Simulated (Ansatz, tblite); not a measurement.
Forces on the cluster Te4As⁺ at its PBE-D4/def2-SVP geometry. Total charge 1; singlet.

In the def2 sets Te takes a core potential; there is no spin–orbit coupling. The xTB rows come from tblite. The structure comes from a short search, and lower isomers may exist.

GFN1-xTB (tblite), largest force 1.82 eV/Å:

```xyz
5
positions Å, forces eV/Å
As   -1.163    1.175    0.105    1.057   -1.459    0.236
Te   -1.502   -1.056   -1.310    0.619    0.957    0.645
Te   -0.077    0.466    2.418   -0.178    0.267   -1.338
Te    1.514    0.862    0.188   -1.026   -0.788   -0.285
Te    1.228   -1.447   -1.402   -0.472    1.024    0.742
```

GFN2-xTB (tblite), largest force 1.11 eV/Å:

```
As 0.721 -0.401 0.162
Te 0.179 0.270 0.230
Te 0.129 0.059 -0.841
Te -0.961 -0.549 -0.057
Te -0.067 0.620 0.506
```

PBE-D4/def2-TZVP (Ansatz), largest force 0.34 eV/Å:

```
As 0.151 -0.124 0.050
Te 0.204 0.077 0.076
Te 0.076 0.048 -0.303
Te -0.282 -0.179 0.061
Te -0.149 0.177 0.117
```
